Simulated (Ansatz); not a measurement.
A further run on TeBr2.

```yaml
crystal:
  periodic: [false, false, false]
  atoms:
    - {symbol: Te, position_ang: [0.005033, -0.006885, -1.057568]}
    - {symbol: Br, position_ang: [1.916163, -0.018831, 0.538061]}
    - {symbol: Br, position_ang: [-1.921196, 0.025706, 0.519506]}
basis:
  gaussian: {orbitals: def2-mTZVPP, nuclear_model: gaussian}
hamiltonian: {xc: {name: BLYP}}
scf: {omitted_lower_state_checks: [starts]}
```

```sh
$ ansatz run in.yaml --threads 4 --pin off --events-out ev --progress --plain --max-ram 3916MiB
```

Shortened log:

```
Functional definition: BLYP
1092 factors; their error is unknown
mean field evaluation 1: about -147386.0586 eV, gradient 1.6e1 eV
mean field evaluation 2: about -147384.4550 eV, gradient 2.5e1 eV
mean field evaluation 4: about -147386.6191 eV, gradient 4.4e-1 eV
mean field evaluation 8: about -147386.4483 eV, gradient 1.3e-1 eV
mean field evaluation 16: about -147386.4483 eV, gradient 1.7e-5 eV
mean field -147386.44832732 eV, -5416.3520739062 hartree, gradient 1.7e-5 eV, S^2 0.000000; 0 other end points of the search recorded, 0 dependent functions left out
reference -147386.44862282 eV, -5416.3520847657 hartree; 47, 47 occupied and 61, 61 virtual orbitals, 1092 factors
Total energy: -147386.44862282 eV, -5416.3520847657 hartree
Checks for a lower state left out: starts
```

It took 1.6 s on 4 threads of Intel Xeon on a shared host.

In the def2 sets Te takes a core potential; there is no spin–orbit coupling.
